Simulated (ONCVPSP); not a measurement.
Pseudopotential generation for Zn: ONCV, PBE, scalar-relativistic.

```json
{
  "Element": "zinc (Zn)",
  "Generator": "ONCVPSP 4.0.1",
  "Type": "optimised norm-conserving Vanderbilt (ONCV)",
  "Functional": "PBE",
  "Relativity": "scalar-relativistic",
  "Frozen core": "[Ne]",
  "Valence charge": "20",
  "Reference configuration": "3s2 3p6 3d10 4s1.75 4p0.25",
  "Partial waves": "3s+4s: rc 0.90 bohr, ncon 3, nbas 7, qcut 14.6 1/bohr, 3 projectors, debl 0.6 Ha; 3p+4p: rc 1.50 bohr, ncon 3, nbas 6, qcut 8 1/bohr, 2 projectors; 3d: rc 1.45 bohr, ncon 4, nbas 9, qcut 10.2 1/bohr, 2 projectors, debl 0.5 Ha",
  "Local potential": "polynomial inside 0.70 bohr (lpopt 5, dvloc0 0 Ha)",
  "Core correction": "Teter function, fcfact 5.25, rcfact 1.2"
}
```

All-electron outer shells of the reference configuration (PBE, scalar-relativistic, ld1.x):

```csv
shell,level (eV),outermost node (bohr),outermost maximum (bohr)
2s,-1158.92,0.07,0.19
2p,-1004.62,–,0.15
3s,-129.85,0.28,0.59
3p,-84.02,0.25,0.59
3d,-10.75,–,0.57
4s,-6.38,0.85,2.09
4p,-1.41,0.92,3.04
```

**Question.** Does the generator finish with these settings?

**Answer.** Yes, a potential is produced and its reference levels are reproduced.

**Question.** Estimate the cutoffs (Ha) at which the residual kinetic energy of the hardest occupied pseudo-wave falls to 1 and 0.1 mHa per electron.

**Answer.** 74 Ha and 86 Ha.

**Question.** What does a ghost test show?

**Answer.** No bound ghost flagged; GHOST(+) flags only above 600 eV.

**Question.** Which valence shell sets the plane-wave cutoff?

**Answer.** 3s: 74 Ha for 1 mHa per electron, against 60 Ha for 4s.

Its largest configuration-test error is +2.9 meV (3s2 3p6 3d10 4s0 4p1). 1 of 4 tests not solved or not reliable.
